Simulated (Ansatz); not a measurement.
BH$_{9}$Si$_{3}$ (`B[SiH2][SiH2][SiH3]`). The species carries charge 0 and has multiplicity 1.

```xyz
13

B     2.0762   -0.5539   -0.7243
Si    0.9363   -1.2901    0.7293
Si   -1.2109   -0.5528    0.0939
Si   -1.2319    1.7773   -0.0941
H     2.5005    0.5621   -0.6618
H     2.2683   -1.1701   -1.7305
H     1.2038   -0.7145    2.0770
H     0.9129   -2.7759    0.8279
H    -1.5825   -1.1572   -1.2162
H    -2.2070   -0.9975    1.1092
H    -0.2797    2.1914   -1.1606
H    -0.7998    2.3936    1.1889
H    -2.5862    2.2876   -0.4387
```

**Question.** List the harmonic frequencies (cm⁻¹, unscaled) at PBE0-D4/def2-TZVP in Ansatz. (Estimate.)

**Answer.** Computed: 30, 82, 97, 117, 186, 317, 381, 418, 449, 455, 470, 575, 630, 652, 699, 709, 761, 874, 892, 919, 938, 938, 949, 1165, 2198, 2205, 2209, 2213, 2215, 2224, 2228, 2588, 2676.

**Question.** Is this a minimum?

**Answer.** Yes, all 33 modes are real.

**Question.** Give the ideal-gas thermochemistry at 298.15 K and 1 bar (rigid rotor, harmonic oscillator; point group C1, symmetry number 1).

**Answer.** Zero-point energy 206.1 kJ/mol; H(298) − E = 233.2 kJ/mol; entropy 396.8 J/(mol·K), of which translation 166.8, rotation 116.3, vibration 113.7; G(298) − E = 114.9 kJ/mol. Modes under 100 cm⁻¹ are hindered rotations or soft bends, so the harmonic entropy is rough.

**Question.** And at 400, 500, 600, 800 and 1000 K?

**Answer.** 
```json
{"T (K)": "400", "H − E (kJ/mol)": "249.5", "S (J/mol/K)": "443.5", "G − E (kJ/mol)": "72.1"}
{"T (K)": "500", "H − E (kJ/mol)": "267.8", "S (J/mol/K)": "484.2", "G − E (kJ/mol)": "25.7"}
{"T (K)": "600", "H − E (kJ/mol)": "287.8", "S (J/mol/K)": "520.7", "G − E (kJ/mol)": "-24.6"}
{"T (K)": "800", "H − E (kJ/mol)": "332.2", "S (J/mol/K)": "584.4", "G − E (kJ/mol)": "-135.3"}
{"T (K)": "1000", "H − E (kJ/mol)": "380.8", "S (J/mol/K)": "638.5", "G − E (kJ/mol)": "-257.7"}
```
